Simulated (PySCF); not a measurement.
**Spinor energies of Dy²⁷⁺ (dysprosium, charge +27)**

Start: [Kr] 4d3; 4d3/2 filled at m_j = -1/2, +1/2, +3/2. Calculated with PySCF 2.14 in an even-tempered Gaussian basis (17 s from 2.3 bohr⁻², ratio 2.8; 14 p from 2.9 bohr⁻², ratio 2.8; 9 d from 2.9 bohr⁻², ratio 2.8; 3 f from 11 bohr⁻², ratio 3): generalised Hartree-Fock with the X2C-1e Hamiltonian and a Gaussian nucleus; one run each with spin-orbit coupling (SO) switched off, then screened by Boettger's factors.

```tsv
spinor shell	electrons	ε, spin-free (eV)	ε, screened SO (eV)	weight of nominal j (screened SO)	rms radius, screened SO (bohr)
1s1/2	2	-54984.4	-54972.5	1.000	0.0240
2s1/2	2	-10054.0	-10049.7	1.000	0.0971
2p1/2	2	-9021.3	-9588.0	1.000	0.0830
2p3/2	4	-9021.3	-8779.8	1.000	0.0896
3s1/2	2	-2986.9	-2985.2	1.000	0.248
3p1/2	2	-2663.5	-2784.8	1.000	0.239
3p3/2	4	-2663.5	-2610.4	1.000	0.252
3d3/2	4	-2249.0	-2272.8	0.999	0.224
3d5/2	6	-2249.0	-2231.1	0.999	0.228
4s1/2	2	-1237.6	-1237.0	1.000	0.523
4p1/2	2	-1113.5	-1154.5	0.995	0.529
4d3/2	3	-967.05	-969.64	0.975	0.550
```

Where does 4p3/2 lie, and what is the 4p spin-orbit splitting (screened SO)?

At -1094.8 eV, 59.697 eV above 4p1/2.

```
   quantity     spin-free   screened SO
E (hartree)  -11798.84965  -11808.30624
        M_J           3/2           3/2
       ⟨J²⟩         6.752         3.944
       ⟨L²⟩        12.002         8.727
       ⟨S²⟩         3.750         2.371
```

Each row is a mean over spinors that exchange with the open shell spreads, by up to 10.421 eV (4p1/2).

⟨J²⟩ departs a little from M_J(M_J + 1) because the unrestricted spinors polarise the closed shells.

Breit and QED terms are absent; they matter most for the inner s and p1/2 levels.

Densities and radii are taken from the X2C orbitals without a picture-change correction, which distorts them close to the nucleus.

Without spin-orbit coupling the j labels of p, d and f shells carry no meaning; the spin-free column gives the mean over the occupied spinors of each nl shell, and its ⟨J²⟩ belongs to a mixture of degenerate components.
